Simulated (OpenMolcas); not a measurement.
Multiconfigurational calculation on N+

Input:

```
&GATEWAY
Coord
1

N 0.0 0.0 0.0
Basis=ANO-RCC-MB
Group=XYZ
NoMove
AngMom=0.0 0.0 0.0
AMFI
&SEWARD
&RASSCF
FileOrb=start.orb
Symmetry=1
Spin=3
nActEl=4 0 0
Inactive=1 0
Ras2=1 3
CIRoot=6 6 1
SDav=6
CIMx=300
Iter=120 100
PrWF=0.3
OrbListing=Nothing
MaxOrb=0
Atom
>>> COPY $Project.JobIph JOB001
&RASSCF
FileOrb=start.orb
Symmetry=1
Spin=1
nActEl=4 0 0
Inactive=1 0
Ras2=1 3
CIRoot=6 6 1
SDav=12
CIMx=300
Iter=120 100
PrWF=0.3
OrbListing=Nothing
MaxOrb=0
Atom
>>> COPY $Project.JobIph JOB002
&RASSCF
FileOrb=start.orb
Symmetry=2
Spin=5
nActEl=4 0 0
Inactive=1 0
Ras2=1 3
CIRoot=1 1 1
SDav=1
CIMx=300
Iter=120 100
PrWF=0.3
OrbListing=Nothing
MaxOrb=0
Atom
>>> COPY $Project.JobIph JOB003
&RASSCF
FileOrb=start.orb
Symmetry=2
Spin=3
nActEl=4 0 0
Inactive=1 0
Ras2=1 3
CIRoot=9 9 1
SDav=9
CIMx=300
Iter=120 100
PrWF=0.3
OrbListing=Nothing
MaxOrb=0
Atom
>>> COPY $Project.JobIph JOB004
&RASSCF
FileOrb=start.orb
Symmetry=2
Spin=1
nActEl=4 0 0
Inactive=1 0
Ras2=1 3
CIRoot=8 8 1
SDav=8
CIMx=300
Iter=120 100
PrWF=0.3
OrbListing=Nothing
MaxOrb=0
Atom
>>> COPY $Project.JobIph JOB005
&RASSI
NrOfJobIphs=5 6 6 1 9 8
1 2 3 4 5 6
1 2 3 4 5 6
1
1 2 3 4 5 6 7 8 9
1 2 3 4 5 6 7 8
IphNames
JOB001
JOB002
JOB003
JOB004
JOB005
EJob
SpinOrbit
DIPRint=1.0
SOCoupling=1000.0
Subsets=2
MEES
Property=10
'ANGMOM' 1 'ANGMOM' 2 'ANGMOM' 3 'MLTPL  1' 1 'MLTPL  1' 2 'MLTPL  1' 3
'AMFI' 1 'AMFI' 2 'AMFI' 3 'MLTPL  2' 6
SOProperty=3
'ANGMOM' 1 'ANGMOM' 2 'ANGMOM' 3
```

A driver script runs the steps one by one and writes start.orb anew before each from the orbitals found so far.

Output, cut to the results:

```
--- SEWARD ---
Basis set label: N.ANO-RCC...2S1P.

      Electronic valence basis set:
      ------------------
      Associated Effective Charge   7.000000 au
      Associated Actual Charge      7.000000 au
      Nuclear Model: Point charge

      Shell  nPrim  nBasis  Cartesian Spherical Contaminant
         s      14       2        X
         p       9       1        X
                  Relativistic Douglas-Kroll-Hess integrals:
                    - DKH order of Hamiltonian: 2
                    - DKH order of Properties : 0
                  Atomic mean-field integrals
--- RASSCF ---
Wave function specifications:
      -----------------------------

      Number of closed shell electrons           2
      Number of electrons in active shells       4
      Max number of holes in RAS1 space          0
      Max nr of electrons in RAS3 space          0
      Number of inactive orbitals                1
      Number of active orbitals                  4
      Number of secondary orbitals               0
      Spin quantum number                      1.0
      State symmetry                             1
Orbital specifications:
      -----------------------

      Symmetry species                           1   2
                                                ag  au
      Frozen orbitals                            0   0
      Inactive orbitals                          1   0
      Active orbitals                            1   3
      RAS1 orbitals                              0   0
      RAS2 orbitals                              1   3
      RAS3 orbitals                              0   0
      Secondary orbitals                         0   0
      Deleted orbitals                           0   0
      Number of basis functions                  2   3
      Number of CSFs                             6
      Number of root(s) required                 6
      Iter CI   SX   CI       RASSCF       Energy    max ROT     max BLB   max BLB  Level Ln srch  Step   QN
          iter iter root      energy       change     param      element    value   shift minimum  type update
 Nr of preliminary CI iterations:   1
        1   1    2    0   -53.37707391    0.00E+00  -8.48E-08    1   2 1  1.33E-06   0.00   0.00    SX    NO
        2   1    1    0   -53.37707391   -1.28E-13   0.00E+00    1   2 1  8.75E-08   0.00   0.00    SX    NO
        3   1    1    0   -53.37707391    0.00E+00   0.00E+00    1   2 1  8.75E-08   0.00   0.00    SX    NO
        4   1    1    0   -53.37707391    0.00E+00   0.00E+00    1   2 1  8.75E-08   0.00   0.00    SX    NO
      Convergence after  4 iterations
        5   1    1    0   -53.37707391    0.00E+00   0.00E+00    1   2 1  8.75E-08   0.00   0.00    SX    NO
      Natural orbitals and occupation numbers for root  1
      sym 1:   1.963755
      sym 2:   1.000000   0.036245   1.000000
      Natural orbitals and occupation numbers for root  2
      sym 1:   1.963755
      sym 2:   1.000000   1.000000   0.036245
      Natural orbitals and occupation numbers for root  3
      sym 1:   1.963755
      sym 2:   0.036245   1.000000   1.000000
::    RASSCF root number  1 Total energy:    -53.90010669
::    RASSCF root number  2 Total energy:    -53.90010669
::    RASSCF root number  3 Total energy:    -53.90010669
::    RASSCF root number  4 Total energy:    -52.85404114
::    RASSCF root number  5 Total energy:    -52.85404114
::    RASSCF root number  6 Total energy:    -52.85404114
--- RASSCF ---
Wave function specifications:
      -----------------------------

      Number of closed shell electrons           2
      Number of electrons in active shells       4
      Max number of holes in RAS1 space          0
      Max nr of electrons in RAS3 space          0
      Number of inactive orbitals                1
      Number of active orbitals                  4
      Number of secondary orbitals               0
      Spin quantum number                      0.0
      State symmetry                             1
Orbital specifications:
      -----------------------

      Symmetry species                           1   2
                                                ag  au
      Frozen orbitals                            0   0
      Inactive orbitals                          1   0
      Active orbitals                            1   3
      RAS1 orbitals                              0   0
      RAS2 orbitals                              1   3
      RAS3 orbitals                              0   0
...
--- RASSI ---
SPIN-FREE ENERGIES:
  (Shifted by EMIN (a.u.) =        -53.9001066903)

 SF State       Relative EMIN(au)   Rel lowest level(eV)    D:o, cm**(-1)      L_eff

     1             0.0000000000        0.0000000000              0.0000         1.0
     2             0.0000000000        0.0000000000              0.0000         1.0
     3             0.0000000000        0.0000000000              0.0000         1.0
     7             0.0735036244        2.0001355147          16132.1809         2.0
     8             0.0735036244        2.0001355147          16132.1809         2.0
     9             0.0735036244        2.0001355147          16132.1809         2.0
    10             0.0735036244        2.0001355147          16132.1809         2.0
    11             0.0735036244        2.0001355147          16132.1809         2.0
    12             0.1304402856        3.5494609923          28628.3336         0.0
    13             0.1804051334        4.9090737661          39594.3502         0.0
    14             0.4306056890       11.7173777232          94507.0249         2.0
    15             0.4306056890       11.7173777232          94507.0249         2.0
    16             0.4306056890       11.7173777232          94507.0249         2.0
    17             0.4306056890       11.7173777232          94507.0249         2.0
    18             0.4306056890       11.7173777232          94507.0249         2.0
    19             0.5042444729       13.7211911154         110668.8698         1.0
    20             0.5042444729       13.7211911154         110668.8698         1.0
    21             0.5042444729       13.7211911154         110668.8698         1.0
    23             0.7096328468       19.3100934869         155746.4075         2.0
    24             0.7096328468       19.3100934869         155746.4075         2.0
    25             0.7096328468       19.3100934869         155746.4075         2.0
...
```

Levels above the lowest, from the spin-orbit matrix, grouped by J:

```tsv
Configuration	Term	J	E (eV)	Measured (eV)	Term weight %
2s² 2p²	³P	0	0.0000	0.0000	100
2s² 2p²	³P	1	0.0049	0.0060	100
2s² 2p²	³P	2	0.0146	0.0162	100
2s² 2p²	¹D	2	2.0099	1.8990	100
2s² 2p²	¹S	0	3.5593	4.0529	100
2s 2p³	⁵S°	2	4.9188	5.8005	100
2s 2p³	³D°	2	11.7271	11.4375	100
2s 2p³	³D°	1	11.7271	11.4377	100
2s 2p³	³D°	3	11.7271	11.4359	100
2s 2p³	³P°	0	13.7309	13.5420	100
2s 2p³	³P°	1	13.7310	13.5411	100
2s 2p³	³P°	2	13.7310	13.5412	100
2s 2p³	¹D°	2	19.3199	17.8770	100
2s 2p³	³S°	1	20.1187	19.2333	100
2s 2p³	¹P°	1	21.3237	20.6763	100
```

Against the 14 measured excited levels shown (NIST Handbook of Basic Atomic Spectroscopic Data) the mean absolute deviation is 3400 cm-1; the largest miss in energy is 2s 2p³ ¹D°₂: computed 19.3199, measured 17.8770 eV (+8.1 %), and the largest in proportion 2s² 2p² ³P₁ (-18.7 %).

Without dynamic correlation excited terms often stand tens of per cent too high (terms of higher spin than the ground term too low), and those without a measured partner can miss by more than the paired ones. Measured partners are found by configuration, term and J. A level has none where our copy of the source lacks it or the pairing is in doubt (some pairs that miss far off the trend of their configuration count as doubtful), and it then counts in no deviation. Only configurations of the active space appear. The first state left out of the spin-orbit step lies near 250000 cm-1 above the lowest spin-free state of the reference (among the parities and spins computed), and the list stops at four fifths of that energy or lower.

The term weight is that of the spin-free term in the level, not the purity of its configuration. ° marks odd parity.
